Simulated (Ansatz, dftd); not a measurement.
Species: SiN$_{2}$H$_{4}$, charge 0, singlet. SiN2H4 (SMILES N[Si]N).
B3LYP-D3(BJ)/def2-TZVP minimum from Ansatz (a first-principles code):
```
Si
N 1 1.7227
H 2 1.0074 1 120.50
H 2 1.0106 3 111.80 1 -180.00
N 1 1.7227 2 100.17 3 -180.00
H 5 1.0074 1 120.50 2 180.00
H 5 1.0106 6 111.80 1 180.00
```

Quantity: atomisation energy (electronic, to ground-state atoms), in kJ/mol. UHF or UKS for unpaired electrons; spin-orbit terms are left out. CBS(X,Y): correlation extrapolated as X^-3, Hartree-Fock from the larger set. A bracket is a step between two methods taken in the basis named. The functionals are non-relativistic, so their misses hold any scalar relativity. '+ core + X2C': CCSD(T) terms for core correlation (cc-pwCVTZ, 1s frozen past Ne) and scalar relativity (cc-pVTZ-DK). Where a partner has so few electrons that a lower coupled-cluster level is exact, that level stands in.

Compared with CCSD(T)/CBS(cc-pV(T+d)Z,cc-pV(Q+d)Z) + [CCSDT(Q) - CCSD(T)]/cc-pV(D+d)Z + core + X2C (Ansatz).

### Question
Rank these levels by how close they come to it, closest first: B3LYP-D4/def2-TZVPD (Ansatz + dftd4); CAM-B3LYP-D4/def2-TZVPD (Ansatz + dftd4); r2SCANh/def2-TZVPD (Ansatz).

### Answer
B3LYP-D4/def2-TZVPD (2421.3 kJ/mol, difference 11.9), CAM-B3LYP-D4/def2-TZVPD (2426.4 kJ/mol, difference 17.0), r2SCANh/def2-TZVPD (2351.2 kJ/mol, difference -58.2)
